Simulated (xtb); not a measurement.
Mg(Cl)(SeH) (ClHMgSe), SMILES [SeH][Mg][Cl]. All values are semi-empirical tight-binding results from xtb (GFN2-xTB unless named), good for trends rather than for accurate numbers. Geometry: GFN2-xTB. The values are those of a single conformer.

Optimised geometry:

```xyz
4

Mg    -0.5696    -0.7332     0.0000
Cl     0.2051    -2.7223     0.0000
Se     0.1327     1.5557     0.0000
H     -1.1635     2.1829     0.0000
```

For metal compounds this method's bond lengths and energies can be far off.

| Property | Value |
|---|---|
| point group as xtb finds it | Cs |
| orbital gap | 2.42 eV |
| zero-point energy | 4.7 kcal/mol |
| G − E(el) at 298.15 K (modified RRHO) | -14.6 kcal/mol |

### Question
Give the atomic charges and the Wiberg bond orders between heavy atoms. (The exact figures need the calculation; the answer reports its results.)

### Answer
charges (e) Mg1 0.48, Cl2 -0.33, Se3 -0.31, H4 0.16. Bond orders Mg1–Cl2 0.96, Mg1–Se3 1.01.
